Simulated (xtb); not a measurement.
xtb was given this input:
```
$ xtb mol.xyz --gfn 2 --chrg -1 --etemp 3000 --json

# file mol.xyz
5

C      0.12287813     0.40730308    -0.00331883
C      1.24949282    -0.26376349    -0.03891045
F     -1.12740689    -0.31305432     0.03446280
H     -0.19677651     1.48659008     0.00782128
H      2.10921281     0.46966118    -0.06461080
```

**Question.** Estimate the HOMO-LUMO gap that GFN2-xTB run with xtb 6.7.1 returns for this input.

**Answer.** 4.26 eV

**Question.** Estimate the partial charges in atom order that GFN2-xTB returns for this input.

**Answer.** C1 0.06, C2 -0.37, F3 -0.40, H4 -0.15, H5 -0.15

**Question.** Estimate the total energy (a free energy at this electronic temperature) that GFN2-xTB returns for this input.

**Answer.** -10.1001 Eh
